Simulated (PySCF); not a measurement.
A structure optimised at PBE-D3(BJ)/def2-SVP, used in a PySCF frequency run:

```
O
C 1 1.3616
C 2 1.3463 1 121.80
F 3 1.3481 2 120.94 1 177.82
H 3 1.1017 2 124.41 1 -1.55
H 2 1.1070 3 119.96 5 -179.42
Si 1 1.7072 2 123.20 6 -24.83
N 7 1.7260 1 114.77 2 48.39
H 8 1.0210 7 121.50 1 -90.79
H 8 1.0217 9 111.81 7 -157.39
H 7 1.4931 1 101.87 2 168.58
H 7 1.5011 11 113.92 1 -117.77
```

Q: Write its SMILES and formula.

A: N[SiH2]O/C=C/F, C₂H₆FNOSi

Q: What are its rotational constants (standard atomic weights)?

A: 8.4990, 1.1084, 1.0131 GHz
